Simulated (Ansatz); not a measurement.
`[F][Ge][N]([SiH3])[SiH3]`, relaxed with RKS PBE-D4/def2-SVP in Ansatz 0.2.0 from a rough embedded geometry. The force threshold is 0.03 eV/Å; the program also tests the step.

The species carries charge 0 and has multiplicity 1.

Start:

```xyz
11

F    -0.642    0.783    3.057
Ge    0.579    0.634    1.885
N    -0.229    0.695    0.211
Si    1.187    0.623   -1.052
Si   -1.177   -0.804    0.003
H     1.991    1.810   -0.856
H     1.965   -0.599   -0.805
H     0.604    0.601   -2.384
H    -0.284   -2.022    0.239
H    -1.747   -0.882   -1.323
H    -2.247   -0.839    1.026
```

```csv
step,energy (eV),largest force (eV/Å),largest move (Å)
1,-76542.7936,2.366,0.000
2,-76543.3419,1.431,0.193
3,-76543.5562,0.893,0.200
4,-76543.7018,1.000,0.198
5,-76543.8071,0.276,0.200
6,-76543.8198,0.521,0.193
7,-76543.8408,0.212,0.078
8,-76543.8526,0.089,0.100
9,-76543.8669,0.259,0.195
10,-76543.8767,0.238,0.106
11,-76543.8887,0.210,0.129
12,-76543.8946,0.108,0.100
13,-76543.8962,0.101,0.039
14,-76543.8970,0.011,0.017
```

End:

```xyz
11

F    -0.764    0.232    2.797
Ge    0.545    1.126    1.943
N     0.198    0.284    0.312
Si    1.172    0.679   -1.115
Si   -1.118   -0.926    0.211
H     2.178    1.715   -0.684
H     1.901   -0.529   -1.637
H     0.324    1.242   -2.223
H    -0.853   -2.110    1.093
H    -1.129   -1.390   -1.224
H    -2.455   -0.323    0.527
```

Run time 15 s (8 threads of an Arm Neoverse V1 on a shared host); peak host memory 0.21 GiB.
